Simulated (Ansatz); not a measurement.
Consider the isomerisation: `O[CH]1C[NH][AlH]1` → `C[O][Al]1[CH2][NH]1`.

Calculated with Ansatz (gas phase, PBE0-D4/def2-TZVP geometries, no zero-point term in ΔE). CCSD(T)/CBS is the MP2 limit (def2-TZVPP, def2-QZVPP) plus CCSD(T) − MP2 in def2-TZVPP, frozen cores. Functionals use def2-TZVPP. Each species was taken in one conformer, which may not be the lowest.

```
             level  ΔE (kJ/mol)
            PBE-D4        -34.1
           PBE0-D4        -34.7
               PBE        -37.6
            r2SCAN        -48.2
CCSD(T)/def2-TZVPP        -44.7
SCS-MP2/def2-QZVPP        -52.0
      HF/CBS(def2)        -58.5
     MP2/CBS(def2)        -49.9
```

Task: What does CCSD(T)/CBS give? (Estimate.)

Result: Computed: -45.2 kJ/mol. The listed levels differ from it by 11.1, 10.5, 7.6, -3.0, 0.5, -6.8, -13.3, -4.7 kJ/mol.

Largest T1 diagnostic among the species: 0.013.

In def2-TZVPP, CCSD(T) changes the Hartree–Fock value by +12.4 kJ/mol (the triples alone add +2.3 kJ/mol) and MP2 by +7.6 kJ/mol. The D4 term adds +5.8 kJ/mol with B3LYP and +2.9 kJ/mol with PBE0; it sums over pairs of atoms, weighted by their polarisabilities, and B3LYP, whose exchange is more repulsive, gets the larger term.

CCSD(T)/CBS has its own doubt, a few kJ/mol and more with outer-core shells, so smaller differences from it don't rank the levels.

B3LYP here is the variant with VWN-RPA as its local correlation; programs differ in this.
